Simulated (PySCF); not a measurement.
One of the candidates below gave these computed data.

All candidates are C4H12AlN.

* XPS: C1s 289.4 (×2), C1s 290.4 (×2), N1s 403.8, Al1s 1565.6 eV [ΔSCF SCAN, pcX-2 on the ionised atom, pcseg-1 elsewhere, spin-free X2C]
* NMR, other nuclei: isotropic shieldings of nuclei other than C and H, by class: 221 (1 N), 318 (1 Al) ppm [GIAO B3LYP/pcSseg-1 (pcSseg-2 on Al)]
* Rotational structure: rotational constants A, B, C: 5.296, 1.357, 1.110 GHz [PBE0-D3(BJ)/def2-SVP]
* 13C NMR: chemical shifts (computed TMS as zero) by class: 10.9 (2 C), 1.7 (2 C) ppm [GIAO B3LYP/pcSseg-1 (pcSseg-2 on Al)]
* UV, strongest line: among the 15 lowest singlet transitions: S11 at 8.10 eV (153 nm, f = 0.132) [TDDFT CAM-B3LYP/def2-SVPD]
* Dipole: 0.34 D [CAM-B3LYP/def2-SVPD]

Electronic properties: PySCF, gas phase, density fitting. Levels stand in brackets. Isolated species at its PBE0-D3(BJ)/def2-SVP geometry (one conformer only). NMR classes are plain means over equivalent atoms (diastereotopic ones count apart unless rotation or inversion swaps them), as if these changed places fast.

Task: Which candidate is it?
A. `C[N@H+]([AlH3-])C1CC1`
B. `CCC[N](C)[AlH2]`
C. `C/C=C\[CH2][AlH2-][NH3+]`
D. `C[CH2][Al]([NH2])[CH2]C`

Result: D. It is `C[CH2][Al]([NH2])[CH2]C`. 4 carbons fall into 2 classes; from least to most shielded: carbon bonded to C and 3 H (10.9 ppm, 2 C), carbon bonded to Al, C and 2 H (1.7 ppm, 2 C). The other shieldings belong to: 221 ppm, nitrogen bonded to Al and 2 H; 318 ppm, aluminium bonded to 2 C and N. The core levels belong to: C1s 289.4 eV, carbon bonded to Al, C and 2 H; C1s 290.4 eV, carbon bonded to C and 3 H; N1s 403.8 eV, nitrogen bonded to Al and 2 H; Al1s 1565.6 eV, aluminium bonded to 2 C and N. By its constants the optimised geometry is an asymmetric top.

The others, at the same levels:
- `CCC[N](C)[AlH2]` fails: its computed core binding energies are C1s 290.5, C1s 290.5, C1s 291.2, C1s 291.2, N1s 403.8, Al1s 1566.2 eV, rotational constant A is 3.562 GHz (against 5.296 GHz) and smallest rotational constant is 1.490 GHz (against 1.110 GHz).
- `C/C=C\[CH2][AlH2-][NH3+]` fails: its computed core binding energies are C1s 289.2, C1s 289.6, C1s 290.0, C1s 290.7, N1s 407.1, Al1s 1565.3 eV, rotational constant A is 3.883 GHz (against 5.296 GHz) and smallest rotational constant is 1.434 GHz (against 1.110 GHz).
- `C[N@H+]([AlH3-])C1CC1` fails: its computed core binding energies are C1s 291.3, C1s 291.3, C1s 292.2, C1s 292.2, N1s 406.7, Al1s 1565.2 eV, rotational constant A is 4.284 GHz (against 5.296 GHz) and smallest rotational constant is 1.427 GHz (against 1.110 GHz).

Each candidate is one conformer, not necessarily the lowest. The conformers computed, where there is a choice (atom-mapped SMILES and torsion angles):
- `[CH3:1][CH2:2][CH2:3][N:4]([CH3:5])[AlH2:6]`: C1–C2–C3–N4 -67°, C2–C3–N4–C5 169°
- `[CH3:1]/[CH:2]=[CH:3]\[CH2:4][AlH2-:5][NH3+:6]`: C2–C3–C4–Al5 95°, C3–C4–Al5–N6 -40°
- `[CH3:1][N@H+:2]([AlH3-:3])[CH:4]1[CH2:5][CH2:6]1`: C1–N2–C4–C5 -149°
